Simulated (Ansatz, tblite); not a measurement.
Forces on K2F2 at its PBE0-D4/def2-TZVP geometry. Total charge 0; singlet.

The xTB rows come from tblite. The structure comes from a short search, and lower isomers may exist.

GFN1-xTB (tblite), largest force 0.29 eV/Å:

```xyz
4
positions Å, forces eV/Å
K    -0.427   -0.232    1.673    0.071    0.039   -0.278
K     0.427    0.232   -1.673   -0.071   -0.038    0.278
F     1.430   -0.710    0.266   -0.192    0.095   -0.036
F    -1.430    0.710   -0.266    0.192   -0.095    0.036
```

GFN2-xTB (tblite), largest force 0.42 eV/Å:

```
K 0.083 0.045 -0.326
K -0.083 -0.045 0.326
F -0.367 0.182 -0.068
F 0.367 -0.182 0.068
```

r2SCAN0-D4/def2-TZVP (Ansatz), largest force 0.07 eV/Å:

```
K 0.013 0.007 -0.052
K -0.013 -0.007 0.052
F -0.061 0.030 -0.011
F 0.061 -0.030 0.011
```
